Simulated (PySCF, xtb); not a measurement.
ClH3MgSi, SMILES [SiH3][Mg][Cl].

Harmonic wavenumbers (cm⁻¹) from GFN2-xTB (xtb) at its own minimum, in rising order: 14, 51, 286, 360, 365, 424, 755, 808, 814, 2082, 2111, 2134.

What does PBE0-D3(BJ)/def2-TZVP (PySCF) give at its own minimum? (The exact figures need the calculation; the answer reports its results.)

87, 87, 262, 395, 395, 533, 842, 939, 939, 2186, 2197, 2197. Paired by order, the mean absolute difference is 75 cm⁻¹ and the zero-point energies are 14.6 and 15.8 kcal/mol.
